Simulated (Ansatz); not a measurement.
Ansatz (a program for electronic structure) input:

Ansatz 0.2 input:
```yaml
crystal:
  periodic: [false, false, false]
  atoms:
    - {symbol: C, position_ang: [2.39412494, 1.05370165, 0.87034403]}
    - {symbol: C, position_ang: [1.73844890, -0.17020547, 0.34083955]}
    - {symbol: C, position_ang: [0.69985936, -0.13663585, -0.72158626]}
    - {symbol: C, position_ang: [-0.78610718, -0.20331296, -0.24936399]}
    - {symbol: C, position_ang: [-1.09924580, 0.97409198, 0.67900451]}
    - {symbol: C, position_ang: [-1.04587409, -1.52212793, 0.48522044]}
    - {symbol: C, position_ang: [-1.68244609, -0.12659058, -1.48954538]}
    - {symbol: H, position_ang: [2.44316355, 1.84012176, 0.11209695]}
    - {symbol: H, position_ang: [3.40983668, 0.85172978, 1.22002558]}
    - {symbol: H, position_ang: [1.85278365, 1.48362007, 1.72724919]}
    - {symbol: H, position_ang: [1.94912249, -1.11463654, 0.82860163]}
    - {symbol: H, position_ang: [0.84908662, -0.97824258, -1.40926803]}
    - {symbol: H, position_ang: [0.81578179, 0.77771893, -1.31361125]}
    - {symbol: H, position_ang: [-2.15361865, 0.96956937, 0.96478568]}
    - {symbol: H, position_ang: [-0.88870189, 1.92800731, 0.18963537]}
    - {symbol: H, position_ang: [-0.50580354, 0.92606358, 1.59295705]}
    - {symbol: H, position_ang: [-0.82093896, -2.37851325, -0.15516363]}
    - {symbol: H, position_ang: [-0.43286371, -1.60257243, 1.38427972]}
    - {symbol: H, position_ang: [-2.09319165, -1.59573440, 0.78697896]}
    - {symbol: H, position_ang: [-1.52395005, 0.80886511, -2.03126739]}
    - {symbol: H, position_ang: [-1.47568789, -0.95128046, -2.17556125]}
    - {symbol: H, position_ang: [-2.73757861, -0.17824123, -1.21121581]}
basis:
  gaussian:
    orbitals: def2-TZVPD
hamiltonian:
  xc: {name: BHLYP}
magnetization: {spin_polarized: true, initial_magnetization: 1}
output: {forces: true}
```

### Question
Which total energy does the run end on?

### Answer
-275.64446 Eh (BHLYP/def2-TZVPD). The basis has 394 functions.

It need not be the lowest isomer of its formula.
